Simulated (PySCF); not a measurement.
Mg(H)(Me) (CH4Mg), SMILES [CH3][MgH].

Coordinates come from a PBE-D3(BJ)/def2-TZVP optimisation.

Method: PBE0/def2-TZVPD (PySCF).

Symmetry labels are those of the subgroup Cs that the program uses (full group C3v).

Task: List the valence orbital energies around the gap with their symmetry. (The exact figures need the calculation; the answer reports its results.)

Result: 
```
orbital  symmetry  energy (eV)
-------  --------  -----------
HOMO−7         A"       -50.75
HOMO−6         A'       -50.75
HOMO−5         A'       -50.50
HOMO−4         A'       -18.14
HOMO−3         A'       -10.35
HOMO−2         A"       -10.35
HOMO−1         A'        -8.14
HOMO           A'        -6.77
LUMO           A'        -0.42
LUMO+1         A"        -0.37
LUMO+2         A'        -0.37
LUMO+3         A'         1.00
```
